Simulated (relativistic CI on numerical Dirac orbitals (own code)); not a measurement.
## Line list: Electric-dipole lines, Ir39+

Computed by Dirac-Coulomb-Breit CI, orbitals from a KLI potential per configuration, model QED, unscaled Slater integrals (own radial code, finite nucleus).

Configurations in the expansion (outside the closed core [Ar] 3d10): 4s2 4p6 4d2, 4s2 4p6 4d 4f, 4s2 4p5 4d3, 4s 4p6 4d3, 4s2 4p5 4d2 4f, 4s 4p6 4d2 4f, 4s2 4p6 4d 5s, 4s2 4p6 4f 5s, 4s2 4p6 4d 5p, 4s2 4p6 4d 5d, 4s2 4p5 4d2 5s, 4p6 4d3 4f, 4s2 4p6 4d 5f, 4s 4p6 4d 4f 5s, 4s2 4p6 5s 5p, 4s2 4p6 4d 5g, 4s 4p6 4d2 5s, 4s2 4p5 4d2 5d, 4s2 4p6 4d 6s, 4s2 4p6 4d 6d, 4s2 4p6 4f2, 4s2 4p5 4f3, 4s 4p6 4f3, 4p6 4d4, 4p5 4d5, 4p5 4d4 4f, 4s2 4p6 4f 5p, 4s2 4p5 4f2 5p, 4s 4p6 4f2 5p, 4s2 4p6 5s2, 4s2 4p5 4f 5s2, 4s 4p6 4f 5s2, 4s2 4p6 5p2, 4s2 4p5 4f 5p2, 4s 4p6 4f 5p2, 4p6 4d3 5s, 4p5 4d4 5s, 4p5 4d3 4f 5s, 4s 4p6 4d 5s2, 4s 4p5 4d 4f 5s2, 4p6 4d 4f 5s2. Double excitations out of closed p, d and f shells are left out; levels of such configurations are missing from the list, as are those of other unlisted configurations, and high levels can miss mixing partners. These lack a partner that the ground configuration has and come out too high: 4s2 4p5 4d2 5s, 4s 4p6 4d2 5s, 4s2 4p5 4d2 5d.

```
λ vac (Å)                   Lower                      Upper   A (s⁻¹)  log gf  S velocity/length
   38.979    4s2 4p6 4d2 3F_2 [1]    4s2 4p5 4d3 3D°_1 [109]  3.58e+12    0.39               0.80
   39.191    4s2 4p6 4d2 3F_3 [3]    4s2 4p5 4d3 1G°_4 [122]  9.04e+11    0.27               0.80
   39.536    4s2 4p6 4d2 3P_2 [4]    4s2 4p5 4d3 3S°_1 [125]  3.59e+12    0.40               0.77
   39.646    4s2 4p6 4d2 3P_2 [4]    4s2 4p5 4d3 3F°_3 [123]  1.40e+12    0.36               0.75
   39.795    4s2 4p6 4d2 3P_1 [6]    4s2 4p5 4d3 3D°_2 [124]  2.51e+12    0.47               0.78
   39.827    4s2 4p6 4d2 1G_4 [5]    4s2 4p5 4d3 3F°_3 [123]  1.94e+12    0.51               0.83
   39.906    4s2 4p6 4d2 1G_4 [5]    4s2 4p5 4d3 1G°_4 [122]  4.00e+12    0.93               0.76
   40.240    4s2 4p6 4d2 3F_4 [7]    4s2 4p5 4d3 3G°_5 [132]  1.01e+12    0.43               0.80
   40.292    4s2 4p6 4d2 3F_3 [3]    4s2 4p5 4d3 3D°_2 [116]  1.89e+12    0.36               0.83
   40.341    4s2 4p6 4d2 3P_2 [8]    4s2 4p5 4d3 3D°_3 [135]  2.30e+12    0.59               0.81
   40.375    4s2 4p6 4d2 3F_4 [7]    4s2 4p5 4d3 3D°_3 [130]  2.49e+12    0.63               0.82
   40.432    4s2 4p6 4d2 3F_4 [7]    4s2 4p5 4d3 3F°_4 [129]  3.14e+12    0.84               0.77
   40.565    4s2 4p6 4d2 3P_2 [8]    4s2 4p5 4d3 3P°_2 [133]  2.30e+12    0.45               0.82
   40.614    4s2 4p6 4d2 3F_4 [7]    4s2 4p5 4d3 3G°_5 [128]  2.20e+12    0.78               0.80
   41.525    4s2 4p6 4d2 3F_2 [1]    4s2 4p5 4d3 3F°_2 [102]  3.06e+12    0.60               0.81
   42.727    4s2 4p6 4d2 3F_3 [3]    4s2 4p5 4d3 3G°_4 [106]  1.17e+12    0.46               0.81
   43.094    4s2 4p6 4d2 3F_3 [3]    4s2 4p5 4d3 5G°_3 [103]  1.05e+12    0.31               0.78
   43.275    4s2 4p6 4d2 1G_4 [5]    4s2 4p5 4d3 1H°_5 [108]  1.46e+12    0.65               0.82
   48.511    4s2 4p6 4d2 3F_2 [1]   4s2 4p6 4d 4f 3G°_3 [84]  2.66e+12    0.82               0.86
   49.877    4s2 4p6 4d2 3P_0 [2]   4s2 4p6 4d 4f 3D°_1 [86]  1.65e+12    0.27               0.87
   50.168    4s2 4p6 4d2 3F_3 [3]   4s2 4p6 4d 4f 3G°_4 [90]  1.18e+12    0.60               0.88
   50.691  4s2 4p5 4d3 3H°_6 [23]  4s2 4p5 4d2 4f 3I_7 [308]  1.23e+12    0.85               0.87
   51.192    4s2 4p6 4d2 1G_4 [5]   4s2 4p6 4d 4f 3G°_5 [93]  9.63e+11    0.62               0.90
   51.347    4s2 4p6 4d2 1G_4 [5]   4s2 4p6 4d 4f 3G°_4 [90]  5.52e+11    0.29               0.78
   52.664    4s2 4p6 4d2 3F_2 [1]   4s2 4p6 4d 4f 3F°_2 [63]  6.83e+11    0.15               0.85
   54.120    4s2 4p6 4d2 3F_4 [7]  4s2 4p6 4d 4f 1H°_5 [100]  5.29e+11    0.41               1.00
   55.027    4s2 4p6 4d2 3P_2 [8]   4s2 4p6 4d 4f 1F°_3 [99]  8.72e+11    0.44               0.86
   55.383    4s2 4p6 4d2 3F_4 [7]   4s2 4p6 4d 4f 3F°_4 [95]  1.04e+12    0.63               0.76
   55.383    4s2 4p6 4d2 1G_4 [5]     4s2 4p5 4d3 1F°_3 [81]  7.07e+11    0.36               0.81
   57.269    4s2 4p6 4d2 1G_4 [5]     4s2 4p5 4d3 3F°_4 [77]  4.35e+11    0.28               0.72
```

Terms are leading LS components. Brackets give the number of a level in order of energy, since labels repeat. The list gives strong lines, with weight on those to low levels, among the lowest 400 of 8130 levels, so that lines to higher ones, which can be the strongest, are missing. Levels whose partners in the same complex of configurations lie outside the list can be far off, and so can their lines. Rates are taken at the computed energies, electric ones in the length gauge. A velocity-to-length ratio far from 1 marks an uncertain rate.

At this charge energies of transitions that change n are usually good to better than 1 %, and those within a shell (Δn = 0) to a few per cent. Terms inside the open d or f shell come out 10 to 20 % too wide with unscaled integrals.

LS names give the leading component of a level, which can be under half, so a name can repeat, a term be missing and a line seem to break the LS rules.
